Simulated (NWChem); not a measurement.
## Atomisation of C$_{2}$H$_{4}$F

```xyz
7

C     -1.1564     0.1715    -0.2995
C      0.3070     0.3802    -0.2082
F      0.9969    -0.5581     0.4650
H     -1.6079     0.9270    -0.9604
H     -1.6559     0.2460     0.6896
H     -1.3895    -0.8296    -0.7012
H      0.7772     1.3696    -0.1671
```
Charge 0, spin multiplicity 2.

The numbers come from NWChem runs, not from measurements. The geometry was optimised at UB3LYP/def2-SVP, a minimum by its harmonic frequencies.

Basis set: def2-TZVP. The atomisation energy is electronic alone: no zero-point, thermal, spin-orbit or counterpoise terms. No value is extrapolated to the basis-set limit. Free atoms are single determinants with multiplicities C 3, F 2, H 2. Correlated methods freeze the same cores in atoms and molecule, 3 orbitals in all.

The cost column gives rough processor time relative to LDA (SVWN5); each entry includes its own SCF. Costs are the molecule's.

B3LYP has NWChem's definition, with VWN1-RPA local correlation. GW and range-separated runs recompute their integrals, the others keep them in memory, which bears on the times. The structure started from a generated list of species. No SCF solution was tested for a lower state. Open-shell Hartree-Fock references start from PBE0 orbitals; any time given for them includes that run.

```csv
method,atomisation energy (kcal/mol),relative cost
LDA (SVWN5),708.5,1
B3LYP,613.7,under 3
PBE0,618.3,under 3
BP86,635.8,under 3
PBE,630.4,under 3
BLYP,___,under 3
HF,___,under 3
MP2,___,4
CAM-B3LYP,618.5,10
```

### Question
Fill in the missing entries.

### Answer

- BLYP, atomisation energy (kcal/mol): 612.7
- HF, atomisation energy (kcal/mol): 457.6
- MP2, atomisation energy (kcal/mol): 600.0
